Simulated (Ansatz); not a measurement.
A structure relaxed at PBE0-D4/def2-TZVP, charge 0, multiplicity 2:

| atom | x (Å) | y (Å) | z (Å) |
| --- | --- | --- | --- |
| O1 | -1.984 | -1.015 | 1.619 |
| C2 | -0.988 | -0.642 | 1.151 |
| N3 | 0.083 | -0.305 | 0.711 |
| Ge4 | 0.758 | 0.899 | -0.490 |
| Cl5 | -0.141 | 0.482 | -2.405 |
| H6 | 2.271 | 0.582 | -0.586 |

Problem. Give its formula and SMILES.

Solution. CHClGeNO, `O=C=[N][GeH][Cl]`.

Problem. Summarise the bond lengths by kind.

Solution. 1 × C–O 1.162 Å; 1 × C–N 1.206 Å; 1 × Ge–N 1.830 Å; 1 × Cl–Ge 2.157 Å; 1 × Ge–H 1.549 Å.

All numbers were calculated with Ansatz.
